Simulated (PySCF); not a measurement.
## Stationary points of [BiO2]-

These are results of PySCF, PBE0, basis Bi def2-TZVPD with ECP60, O def2-TZVPD (scalar-relativistic core potentials, no spin–orbit coupling, density fitting), not measurements.

Relaxations began from a few typed shapes. The search is not exhaustive: other isomers or separated fragments can lie lower, and high-lying points may rest on an excited occupation.

Q: Which is the lowest minimum found?
A. singlet D∞h: Bi–O 2.044 Å (×2); O–Bi–O 180.0°
B. singlet C2v: Bi–O 1.946 Å (×2); O–Bi–O 108.0°

A: B. The others lie at 207.2 (singlet D∞h, a saddle point) kJ/mol above it.

Counting electrons, bismuth keeps 2 of its valence electrons outside its bonds, so the VSEPR class is AX2E1 and the expected shape is bent (C2v), as computed.

For the lowest minimum: the lowest empty level of this anion is unbound, so it and the gap depend on the basis. With an element this heavy the missing spin–orbit coupling can shift these numbers.
